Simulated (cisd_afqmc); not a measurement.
Input (AFQMC/UCISD/def2-SVP; cisd_afqmc is a phaseless AFQMC code with CISD trial states that reads the integrals written by Ansatz):

Ansatz 0.2 input:
```python
import cisd_afqmc

open("ham.yaml", "w").write("""\
crystal:
  periodic: [false, false, false]
  atoms:
    - {symbol: Sb, position_ang: [-0.00000000, -0.00000000, -1.24397196]}
    - {symbol: Sb, position_ang: [0.00000000, 0.00000000, 1.24397196]}
basis:
  gaussian:
    orbitals: def2-SVP
correlation: {method: ccsd, electrons: outside_noble_gas, hamiltonian_folder: ham}
magnetization: {spin_polarized: true, initial_magnetization: 0}
scf: {lower_state_search: full}
""")
rep = cisd_afqmc.ansatz("ham.yaml")
e_ccsd = rep["correlation"]["coupled_cluster"]["energy"]["hartree"]
out = cisd_afqmc.run("ham", e_ccsd, trial="CISD", walkers=200, populations=8, threads=8, dt=0.005, steps=40, early=36, settle=10, least=32,
    cut=5e-5, rank_cut=2e-4, target=0.0004, seconds=1500, seed=1, memory=17280, gpu=False)
```

Output:

```
orbitals 34, occupied [5, 5], factors 185 of 670, rank of the doubles 144 of 290
E(HF) = -478.556988
E(CCSD) on the cut factors = -478.722659, shift to the whole factors -0.000022
Energy of the trial state on the determinant = -478.722633
  tau behind 10.8 of longer steps, mean of the populations' last blocks
   2.0  -478.73173
   4.0  -478.73291
   6.0  -478.73338
   8.0  -478.73417
  10.0  -478.73568
  12.0  -478.73557
  14.0  -478.73328
  16.0  -478.73448
  18.0  -478.73613
blocks 653 (1 outliers left out), error by blocks joined: 1: 0.00014, 2: 0.00019, 4: 0.00025, 8: 0.00032, 16: 0.00040
E(AFQMC/CISD) = -478.73449 +/- 0.00040
```

The determinant is spin-contaminated: <S^2> is 1.29, 1.29 over the pure value.

The error still grows at the longest joins of blocks, or few joins were possible, so the printed bar may be too narrow.

The run carries these doubts: spin mixed.
